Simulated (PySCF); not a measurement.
PySCF input (PW6B95/def2-TZVPD):

```python
from pyscf import gto, scf, dft

mol = gto.M(
    atom='''
    Sn   -0.29848630    0.39766757   -0.25872627
    O    -1.41522141   -1.25126032   -0.29809351
    Cl    1.54388745   -0.58078211    0.90123890
    ''',
    basis='def2-tzvpd',
    ecp='def2-tzvp',
    charge=0,
    spin=1,
    verbose=4,
)

mf = dft.UKS(mol, xc='pw6b95').density_fit(auxbasis='def2-universal-jkfit')
mf.grids.level = 3
mf.conv_tol = 1e-9
mf.max_cycle = 100
mf.max_memory = 1500
mf.kernel()
if not mf.converged:
    mf = mf.newton()
    mf.kernel(mf.make_rdm1())
for _ in range(2):
    mo, _, stable, _ = mf.stability(return_status=True)
    if stable:
        break
    mf.kernel(mf.make_rdm1(mo, mf.mo_occ))
mf.analyze()
```

Output:

```
ECP def2-tzvp not found for  O
ECP def2-tzvp not found for  Cl
PySCF version 2.14.0

[INPUT] verbose = 4
[INPUT] num. atoms = 3
[INPUT] num. electrons = 47
[INPUT] charge = 0
[INPUT] spin (= nelec alpha-beta = 2S) = 1
[INPUT] symmetry False subgroup None
[INPUT] Mole.unit = angstrom
[INPUT] Symbol           X                Y                Z      unit          X                Y                Z       unit  Magmom
[INPUT]  1 Sn    -0.298486300000   0.397667570000  -0.258726270000 AA   -0.564057358935   0.751482795921  -0.488921791530 Bohr   0.0
[INPUT]  2 O     -1.415221410000  -1.251260320000  -0.298093510000 AA   -2.674380870521  -2.364539315336  -0.563315093410 Bohr   0.0
[INPUT]  3 Cl     1.543887450000  -0.580782110000   0.901238900000 AA    2.917524447653  -1.097519125947   1.703094693804 Bohr   0.0

nuclear repulsion = 151.732627025129
number of shells = 48
number of NR pGTOs = 224
number of NR cGTOs = 142
basis = def2-tzvpd
ecp = def2-tzvp

******** <class 'pyscf.df.df_jk.DFUKS'> ********
method = DFUKS
initial guess = minao
damping factor = 0
level_shift factor = 0
DIIS = <class 'pyscf.scf.diis.CDIIS'>
diis_start_cycle = 1
diis_space = 8
diis_damp = 0
SCF conv_tol = 1e-09
SCF conv_tol_grad = None
SCF max_cycles = 100
direct_scf = False
number electrons alpha = 24  beta = 23
XC library pyscf.dft.libxc version 7.1.2
    S. Lehtola, C. Steigemann, M. J. T. Oliveira, and M. A. L. Marques,  SoftwareX 7, 1–5 (2018)
XC functionals = pw6b95
    Y. Zhao and D. G. Truhlar,  J. Phys. Chem. A 109, 5656 (2005)
radial grids:
    Treutler-Ahlrichs [JCP 102, 346 (1995); DOI:10.1063/1.469408] (M4) radial grids

becke partition: Becke, JCP 88, 2547 (1988); DOI:10.1063/1.454033
pruning grids: <function nwchem_prune>
grids dens level: 3
symmetrized grids: False
atomic radii adjust function: <function treutler_atomic_radii_adjust>
small_rho_cutoff = 0
Set gradient conv threshold to 3.16228e-05
tot grids = 54920
******** <class 'pyscf.df.df.DF'> ********
auxbasis = def2-universal-jkfit
init E= -713.457560786936
  alpha nocc = 24  HOMO = -0.649240835018608  LUMO = -0.580643765395719
  beta  nocc = 23  HOMO = -0.666936207245617  LUMO = -0.649240835018614

WARN: HOMO -0.649240835018608 >= LUMO -0.649240835018614

[...]
  beta  nocc = 23  HOMO = -0.300145736725374  LUMO = -0.161365760863593
  HOMO = -0.300145736725  LUMO = -0.161365760864  gap/eV = 3.77640
Extra cycle  E= -750.343477829959  delta_E= -2.88e-10  |g|= 7.29e-05  |ddm|= 2.76e-05
converged SCF energy = -750.343477829959  <S^2> = 0.75811423  2S+1 = 2.0080978
uhf_internal: lowest eigs of H = [0.02848328 0.0538967  0.20040448]
<class 'pyscf.df.df_jk.DFUKS'> wavefunction is stable in the internal stability analysis
**** SCF Summaries ****
Total Energy =                        -750.343477829958829
Nuclear Repulsion Energy =             151.732627025129233
One-electron Energy =                -1418.662476856183503
Two-electron Energy =                  516.586372001095469
Two-electron Coulomb Energy =          572.070447960709544
DFT Exchange-Correlation Energy =      -55.484075959614131
HOMO-LUMO gap [eV] =                     3.776395495021216
**** MO energy ****
                             alpha | beta                alpha | beta
MO #1   energy= -101.912861741114  | -101.912337300382  occ= 1 | 1
MO #2   energy= -19.3463169000324  | -19.322657423003   occ= 1 | 1
MO #3   energy= -9.55306453497208  | -9.55261708363578  occ= 1 | 1
MO #4   energy= -7.28396668262131  | -7.28234441826929  occ= 1 | 1
MO #5   energy= -7.28000652039199  | -7.27976187228384  occ= 1 | 1
MO #6   energy= -7.27911709441471  | -7.27879976308799  occ= 1 | 1
MO #7   energy= -5.20010134085955  | -5.19995607611978  occ= 1 | 1
MO #8   energy= -3.53767656444484  | -3.53759409927844  occ= 1 | 1
MO #9   energy= -3.53173089373895  | -3.53162704529334  occ= 1 | 1
MO #10  energy= -3.52766818068786  | -3.52742924044267  occ= 1 | 1
MO #11  energy= -1.10748622499126  | -1.10282986906426  occ= 1 | 1
MO #12  energy= -1.09906197112089  | -1.09818490772081  occ= 1 | 1
MO #13  energy= -1.09777967959501  | -1.09782800033262  occ= 1 | 1
MO #14  energy= -1.09421641941426  | -1.09416436461314  occ= 1 | 1
MO #15  energy= -1.08952413088672  | -1.08896543750118  occ= 1 | 1
MO #16  energy= -0.97632523677514  | -0.906315338002174 occ= 1 | 1
MO #17  energy= -0.823545156579556 | -0.819516227443364 occ= 1 | 1
MO #18  energy= -0.500582219825954 | -0.491476197298027 occ= 1 | 1
MO #19  energy= -0.428175480736299 | -0.367368738950701 occ= 1 | 1
MO #20  energy= -0.379968300597179 | -0.349166639674203 occ= 1 | 1
MO #21  energy= -0.366553365587541 | -0.342470279781561 occ= 1 | 1
MO #22  energy= -0.339270274926716 | -0.325621935436747 occ= 1 | 1
MO #23  energy= -0.338307900913118 | -0.300145736725374 occ= 1 | 1
MO #24  energy= -0.305467338548659 | -0.161365760863593 occ= 1 | 0
MO #25  energy= -0.104890080396812 | -0.102350709484524 occ= 0 | 0
MO #26  energy= -0.035604855201846 | -0.0252268581242035 occ= 0 | 0
MO #27  energy= -0.0154869682999297 | -0.0112896046556604 occ= 0 | 0
MO #28  energy= 0.00644687134843948 | 0.00686509614083691 occ= 0 | 0
MO #29  energy= 0.0517500410582225 | 0.0520689779676195 occ= 0 | 0
MO #30  energy= 0.054959555454414  | 0.0548709285912344 occ= 0 | 0
MO #31  energy= 0.0623098857927525 | 0.0635941902137579 occ= 0 | 0
MO #32  energy= 0.0690951711217583 | 0.06995294164823   occ= 0 | 0
MO #33  energy= 0.0715165999383329 | 0.0719793161163592 occ= 0 | 0
MO #34  energy= 0.0730362209787704 | 0.0730813884867394 occ= 0 | 0
MO #35  energy= 0.0853034980720931 | 0.0854934779606274 occ= 0 | 0
MO #36  energy= 0.0934679206617751 | 0.0972548306666405 occ= 0 | 0
MO #37  energy= 0.114730083314553  | 0.115903174871901  occ= 0 | 0
MO #38  energy= 0.127506972831701  | 0.130001138776945  occ= 0 | 0
MO #39  energy= 0.130176349733008  | 0.131521785120619  occ= 0 | 0
MO #40  energy= 0.156771479853039  | 0.159458767769904  occ= 0 | 0
MO #41  energy= 0.163254144287558  | 0.162919799125387  occ= 0 | 0
MO #42  energy= 0.183862556967075  | 0.18445946094026   occ= 0 | 0
MO #43  energy= 0.202690892662545  | 0.203733309856395  occ= 0 | 0
MO #44  energy= 0.203555533184272  | 0.204376084243059  occ= 0 | 0
MO #45  energy= 0.226216818999956  | 0.226203940116821  occ= 0 | 0
MO #46  energy= 0.235017798676255  | 0.237279820703086  occ= 0 | 0
MO #47  energy= 0.239491020149641  | 0.241259721623298  occ= 0 | 0
MO #48  energy= 0.253467680180854  | 0.254655727580845  occ= 0 | 0
MO #49  energy= 0.282691043999795  | 0.284603160695297  occ= 0 | 0
MO #50  energy= 0.288043003197416  | 0.289024381681609  occ= 0 | 0
MO #51  energy= 0.327358751784111  | 0.328581123028634  occ= 0 | 0
MO #52  energy= 0.334511940941587  | 0.334500782585773  occ= 0 | 0
MO #53  energy= 0.348433414800682  | 0.352909177647662  occ= 0 | 0
MO #54  energy= 0.362053186861037  | 0.364382319904498  occ= 0 | 0
MO #55  energy= 0.387074510189444  | 0.387938853230605  occ= 0 | 0
MO #56  energy= 0.416256273502459  | 0.421974620722896  occ= 0 | 0
MO #57  energy= 0.422499891561028  | 0.426580495852736  occ= 0 | 0
MO #58  energy= 0.502220548844867  | 0.50227482301607   occ= 0 | 0
MO #59  energy= 0.512310376302878  | 0.512872031579879  occ= 0 | 0
MO #60  energy= 0.524990008516525  | 0.53078317348213   occ= 0 | 0
MO #61  energy= 0.533535014315364  | 0.537600869587046  occ= 0 | 0
MO #62  energy= 0.554680743362658  | 0.561202120637297  occ= 0 | 0
MO #63  energy= 0.588626053155633  | 0.595810289898473  occ= 0 | 0
MO #64  energy= 0.611584845646127  | 0.612606030662225  occ= 0 | 0
MO #65  energy= 0.61228971423322   | 0.617374371687611  occ= 0 | 0
MO #66  energy= 0.617845046080699  | 0.619909342767851  occ= 0 | 0
MO #67  energy= 0.635487415141611  | 0.636300984266718  occ= 0 | 0
MO #68  energy= 0.644222921676049  | 0.650769889616045  occ= 0 | 0
MO #69  energy= 0.664170597141991  | 0.685265497591185  occ= 0 | 0
MO #70  energy= 0.722399747655498  | 0.722196948701571  occ= 0 | 0
MO #71  energy= 0.750660373691185  | 0.752933460240322  occ= 0 | 0
MO #72  energy= 0.76776513553718   | 0.772633618855696  occ= 0 | 0
MO #73  energy= 0.782366983908308  | 0.782225679405178  occ= 0 | 0
MO #74  energy= 0.795372341454138  | 0.795916050549783  occ= 0 | 0
MO #75  energy= 0.846266131967998  | 0.854558325091822  occ= 0 | 0
MO #76  energy= 0.878810852254473  | 0.878697164026512  occ= 0 | 0
MO #77  energy= 0.897075432003325  | 0.900789929324749  occ= 0 | 0
MO #78  energy= 0.919625471658014  | 0.924268690166178  occ= 0 | 0
MO #79  energy= 0.973077031975959  | 0.974112119804006  occ= 0 | 0
MO #80  energy= 0.977474436809858  | 0.984167045335606  occ= 0 | 0
MO #81  energy= 1.00426635921196   | 1.00919267188929   occ= 0 | 0
MO #82  energy= 1.07249247985589   | 1.0773092543307    occ= 0 | 0
MO #83  energy= 1.13983323689842   | 1.13968082499995   occ= 0 | 0
MO #84  energy= 1.1576869699038    | 1.15781620818021   occ= 0 | 0
MO #85  energy= 1.19132153538687   | 1.19054937850592   occ= 0 | 0
MO #86  energy= 1.20018566883579   | 1.20178477727142   occ= 0 | 0
MO #87  energy= 1.23963397935304   | 1.24319015774833   occ= 0 | 0
MO #88  energy= 1.36035880592539   | 1.36345141190368   occ= 0 | 0
MO #89  energy= 1.69438294446975   | 1.74167573069204   occ= 0 | 0
MO #90  energy= 1.71572084452886   | 1.76367636425766   occ= 0 | 0
MO #91  energy= 1.79707944155606   | 1.83697113401776   occ= 0 | 0
MO #92  energy= 1.83079964323708   | 1.84059966493327   occ= 0 | 0
MO #93  energy= 1.93231540335092   | 1.93269186943703   occ= 0 | 0
MO #94  energy= 1.94181287973093   | 1.94255222263201   occ= 0 | 0
MO #95  energy= 1.98415935324456   | 1.98579114154973   occ= 0 | 0
MO #96  energy= 1.99912163516553   | 2.00189812084302   occ= 0 | 0
MO #97  energy= 2.01591889059484   | 2.01940219122233   occ= 0 | 0
MO #98  energy= 2.07342280206507   | 2.07473250565693   occ= 0 | 0
MO #99  energy= 2.07757147084356   | 2.08187096421646   occ= 0 | 0
MO #100 energy= 2.0919209212451    | 2.09552707728352   occ= 0 | 0
MO #101 energy= 2.09521307128277   | 2.09566269561074   occ= 0 | 0
MO #102 energy= 2.10133454596606   | 2.1038988739001    occ= 0 | 0
MO #103 energy= 2.12012990697894   | 2.1212142769035    occ= 0 | 0
MO #104 energy= 2.1678001777352    | 2.17674020051848   occ= 0 | 0
[...]
```

It need not be the lowest isomer of its formula.
